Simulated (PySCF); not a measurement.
All numbers come from PySCF, PBE, basis Si def2-TZVP, F def2-TZVP (no relativity, density fitting). Open shells, if any, are unrestricted.

Task: What shape and geometry does isolated singlet SiF₄ take (every ligand bound to Si)?

Result: Counting electrons, silicon keeps none of its valence electrons outside its bonds, so the VSEPR class is AX4 and the expected shape is tetrahedral (Td), as computed. The lowest minimum found is a singlet of Td symmetry with Si–F 1.580 Å (×4); F–Si–F 109.5° (×6). Its harmonic wavenumbers are 252 (e), 371 (t2), 755 (a1), 989 (t2) cm⁻¹ and its dipole moment is 0.00 D.
